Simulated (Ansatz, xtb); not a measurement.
A geometry optimisation of F2HSi2 with r2SCAN-D4/def2-SVP

The starting geometry of this gas-phase doublet has its atoms placed at random.

```tsv
atom	x (Å)	y (Å)	z (Å)
F	1.4145	-0.2914	-0.7619
F	1.0330	-0.9513	-0.0865
Si	0.4264	0.4843	-1.5471
Si	-0.4129	-1.5382	-0.2901
H	0.4158	1.1405	-0.1220
```

Q: One run relaxed it with r2SCAN-D4/def2-SVP. What is a likely outcome?

A: It ends as a structure given below by its coordinates. Distances that change by over a tenth: F1–Si3 (1.48 → 1.63 Å). Contacts that open: F1–F2 (1.02 → 3.80 Å).

The energy falls by 24.76 eV over 14 steps:

| step | E − E(last) (eV) |
| --- | --- |
| 1 | 24.757 |
| 2 | 11.749 |
| 4 | 1.706 |
| 5 | 0.878 |
| 7 | 0.348 |
| 8 | 0.225 |
| 10 | 0.041 |
| 11 | 0.012 |
| 13 | 0.001 |
| 14 | 0.000 |

Final geometry (Å):

```tsv
atom	x (Å)	y (Å)	z (Å)
F	2.1451	0.6478	-1.3278
F	0.6726	-2.5661	0.0554
Si	0.6074	0.4112	-0.8365
Si	-0.4923	-1.4069	0.1657
H	-0.0561	1.7579	-0.8645
```

From the same start GFN2-xTB reaches the same bonding as this run.

From so rough a start the end depends on the optimiser's path, so another program may land elsewhere. The end wasn't checked by frequencies. Open shells are spin-unrestricted. Run with Ansatz 0.2.0, 100 s on 1 thread of Intel(R) Xeon(R) Platinum 8259CL CPU @ 2.50GHz (Skylake/Cascade Lake), with other jobs on the host.
